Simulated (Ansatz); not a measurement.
Calculated with Ansatz (gas phase, PBE0-D4/def2-TZVP geometries, no zero-point term in ΔE). CCSD(T)/CBS is the MP2 limit (def2-TZVPP, def2-QZVPP) plus CCSD(T) − MP2 in def2-TZVPP, frozen cores. This one scheme is used for every species. One conformer a species, not always the lowest.

`C[CH2][Al]([Cl])[Cl]` + `C#N` → `N#[C][Al]([Cl])[Cl]` + `CC`  (formal exchange of groups at the Al–C bond)

`C[CH2][Al]([Cl])[Cl]`:

Z-matrix (Å, degrees):
```
C
C 1 1.527
H 1 1.092 2 111.7
H 1 1.093 2 111.5 3 -120.2
H 1 1.092 2 111.7 3 119.5
Al 2 1.939 1 115.9 3 -60.0
H 2 1.097 1 110.9 3 62.2
H 2 1.097 1 110.9 3 177.9
Cl 6 2.091 2 121.4 1 179.7
Cl 6 2.092 2 121.8 1 -0.3
```

`C#N`:

Cartesian coordinates in Å:
```
C -0.009 -0.019 -0.015
N 0.397 0.831 0.638
H -0.388 -0.812 -0.623
```

`N#[C][Al]([Cl])[Cl]`:

Cartesian coordinates in Å:
```
N 0.758 2.295 -0.488
C 0.403 1.222 -0.261
Al -0.184 -0.558 0.119
Cl -2.071 -1.129 -0.486
Cl 1.095 -1.830 1.117
```

`CC`:

```xyz
8

C     0.072   -0.724    0.217
C    -0.072    0.724   -0.217
H     0.026   -0.820    1.305
H    -0.722   -1.347   -0.201
H     1.026   -1.145   -0.109
H    -0.026    0.820   -1.305
H     0.722    1.347    0.201
H    -1.026    1.145    0.109
```

| species | CCSD(T)/CBS(def2) energy (Eh) |
| --- | --- |
| `C[CH2][Al]([Cl])[Cl]` | -1240.84163 |
| `C#N` | -93.32098 |
| `N#[C][Al]([Cl])[Cl]` | -1254.46678 |
| `CC` | -79.71954 |

(1) Work out ΔE.

Largest T1 diagnostic among the species: 0.014.

Answers

(1) ΔE = (-1254.46678) + (-79.71954) − (-1240.84163) − (-93.32098) = -0.02371 Eh = -62.3 kJ/mol.

In def2-TZVPP, CCSD(T) changes the Hartree–Fock value by +12.9 kJ/mol (the triples alone add +1.2 kJ/mol) and MP2 by +12.3 kJ/mol. Leaving LDA and LC-ωPBE aside and taking each functional with its dispersion term where it has one, the values, not all of them listed here, spread over 13.3 kJ/mol, from B97M-V to PBE-D4. LDA lies +9.3 kJ/mol from PBE without D4. The D4 term adds +4.7 kJ/mol with B3LYP and +2.8 kJ/mol with PBE0; it sums over pairs of atoms, weighted by their polarisabilities, and B3LYP, whose exchange is more repulsive, gets the larger term.

B3LYP here is the variant with VWN-RPA as its local correlation; programs differ in this.
